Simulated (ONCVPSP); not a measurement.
**B, ONCV: configuration errors across variants**

```json
{"Element": "B", "Generator": "ONCVPSP 4.0.1", "Type": "optimised norm-conserving Vanderbilt (ONCV)", "Functional": "PBEsol", "Relativity": "non-relativistic", "Frozen core": "[He]", "Valence charge": "3", "Reference configuration": "2s2 2p1", "Partial waves": "2s: rc 1.40 bohr, ncon 3, nbas 7, qcut 5.2 1/bohr, 2 projectors, debl 0.8 Ha; 2p: rc 2.90 bohr, ncon 3, nbas 7, qcut 4.6 1/bohr, 2 projectors, debl 1.4 Ha; d scattering state at 0.39 Ha: rc 2.25 bohr, ncon 4, nbas 8, qcut 4.1 1/bohr, 2 projectors, debl 0.6 Ha", "Local potential": "polynomial inside 0.95 bohr (lpopt 5, dvloc0 1 Ha)", "Core correction": "Teter function, fcfact 5.75, rcfact 1.5"}
```

All-electron excitation energies from the reference (eV): (1) 2s2 2p0 8.142; (2) 2s1 2p0 33.396; (3) 2s2 2p0.5 2.857; (4) 2s0 2p3 11.644.

Errors AE − PS in meV (a dash: test not solved or not reliable):

```csv
change,(1),(2),(3),(4),bound ghosts,GHOST(+) flags above zero
base,+79,+246,+12,-69,none,none
"core correction Teter function, fcfact 5.75, rcfact 0.98",+80,+269,+12,-67,none,none
"core correction Teter function, fcfact 5.75, rcfact 1.12",+80,+267,+12,-68,none,none
"core correction Teter function, fcfact 5.75, rcfact 1.26",+80,+262,+12,-69,none,none
"core correction Teter function, fcfact 5.75, rcfact 1.34",+79,+257,+12,-69,none,none
"core correction Teter function, fcfact 5.75, rcfact 1.62",+79,+233,+12,-70,none,none
"core correction Teter function, fcfact 5.75, rcfact 1.74",+78,+214,+12,-70,none,none
"core correction Teter function, fcfact 5.75, rcfact 2.08",+72,+112,+12,-72,none,none
```

**Question.** Give the same row for: core correction Teter function, fcfact 5.75, rcfact 1.86.

**Answer.** +77, +188, +12, -71; bound ghosts: none; GHOST(+) flags above zero: none.
